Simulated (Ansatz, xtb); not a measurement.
**A geometry optimisation of H3O2SiZn with r2SCAN-D4/def2-SVP**

The starting geometry of this gas-phase doublet was built from a drawn formula by distance geometry; its bonds are those of `[OH][Zn][O][SiH2]`.

```yaml
atoms:
  - { symbol: O, position_ang: [-1.7039, 2.1995, 2.2040] }
  - { symbol: O, position_ang: [-1.5987, -1.0810, 0.5415] }
  - { symbol: Si, position_ang: [-2.8623, -0.8502, -0.5842] }
  - { symbol: Zn, position_ang: [-1.2603, 0.4364, 1.6505] }
  - { symbol: H, position_ang: [-1.4545, 2.9109, 1.5001] }
  - { symbol: H, position_ang: [-4.1395, -0.5587, 0.0058] }
  - { symbol: H, position_ang: [-2.9230, -1.8964, -1.5480] }
```

**Question.** Predict what it relaxes into with r2SCAN-D4/def2-SVP.

**Answer.** It keeps its bonds, and is `[OH][Zn][O][SiH2]`.

The energy falls by 0.88 eV over 18 steps:

```tsv
step	E − E(last) (eV)
1	0.885
3	0.117
5	0.024
7	0.005
9	0.001
10	0.001
12	0.001
14	0.000
16	0.000
18	0.000
```

Final geometry (Å):

```yaml
atoms:
  - { symbol: O, position_ang: [-1.3513, 2.2774, 2.4004] }
  - { symbol: O, position_ang: [-1.9947, -0.5612, 0.4325] }
  - { symbol: Si, position_ang: [-3.0684, -0.9765, -0.7526] }
  - { symbol: Zn, position_ang: [-1.6739, 0.9114, 1.3448] }
  - { symbol: H, position_ang: [-0.8143, 2.9710, 1.9967] }
  - { symbol: H, position_ang: [-4.4455, -1.2440, -0.2016] }
  - { symbol: H, position_ang: [-2.5941, -2.2178, -1.4505] }
```

From the same start GFN2-xTB ends elsewhere, differing in O1–Si3 (1.69 against 4.85 Å here), O1–Zn4 (2.33 against 1.76 Å here), Si3–Zn4 (2.82 against 3.15 Å here).

No frequencies were run, so the end isn't proven a minimum. Open shells are spin-unrestricted. Run with Ansatz 0.2.0, 74 s on 2 threads of Intel(R) Xeon(R) 6975P-C (Granite Rapids), on a shared host.
